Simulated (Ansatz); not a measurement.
Gas-phase electronic energies from Ansatz, PBE0-D4/def2-TZVP geometries. CBS: MP2 limit from def2 TZ/QZ plus the TZ coupled-cluster correction, frozen cores. This one scheme is used for every species. Each species was taken in one conformer, which may not be the lowest.

Consider the cleavage of the Si–Al bond: `[AlH2][SiH2][SiH3]` + `BN[SiH2]Cl` → `BN([SiH2][SiH3])[SiH2]Cl` + `[AlH3]`.

```
                   species  CCSD(T)/def2-TZVPP energy (Eh)
      `[AlH2][SiH2][SiH3]`                      -824.27661
              `BN[SiH2]Cl`                      -831.35040
`BN([SiH2][SiH3])[SiH2]Cl`                     -1411.87471
                  `[AlH3]`                      -243.76074
```

(1) Work out ΔE.

Largest T1 diagnostic among the species: 0.013.

## Answers

(1) ΔE = (-1411.87471) + (-243.76074) − (-824.27661) − (-831.35040) = -0.00844 Eh = -0.23 eV. CCSD(T)/CBS gives -0.24 eV.

From PBE to PBE0 (25 % exact exchange), in def2-TZVPP and without D4, ΔE moves by −0.06 eV. The D4 term adds −0.18 eV with B3LYP and −0.10 eV with PBE0; it sums over pairs of atoms, weighted by their polarisabilities, and B3LYP, whose exchange is more repulsive, gets the larger term.

B3LYP here is the variant with VWN-RPA as its local correlation; programs differ in this.
